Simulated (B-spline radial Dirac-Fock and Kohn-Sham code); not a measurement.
**K electron-impact ionisation of neutral atoms, In to Er**

The computed values come from a radial atomic solver: the relativistic binary-encounter-Bethe (RBEB) model with Dirac-Fock orbital kinetic energies; direct ionisation only. It is a semi-empirical estimate, with tabulated edges as binding energies. Cross sections in barn.

```
 Z  element  5 keV  10 keV  20 keV  30 keV  100 keV  200 keV
49       In      –       –       –    1.75     31.0     35.5
50       Sn      –       –       –   0.574     28.0     32.7
51       Sb      –       –       –       –     25.2     30.2
52       Te      –       –       –       –     22.7     27.8
53        I      –       –       –       –     20.5     25.6
54       Xe      –       –       –       –     18.4     23.7
55       Cs      –       –       –       –     16.6     21.8
56       Ba      –       –       –       –     14.9     20.1
57       La      –       –       –       –     13.4     18.6
58       Ce      –       –       –       –     12.0     17.2
59       Pr      –       –       –       –     10.8     15.9
60       Nd      –       –       –       –     9.69     14.7
61       Pm      –       –       –       –     8.67     13.6
62       Sm      –       –       –       –     7.75     12.5
63       Eu      –       –       –       –     6.91     11.6
64       Gd      –       –       –       –     6.15     10.7
65       Tb      –       –       –       –     5.46     9.90
66       Dy      –       –       –       –     4.84     9.15
67       Ho      –       –       –       –     4.27     8.46
68       Er      –       –       –       –     3.76     7.81
```
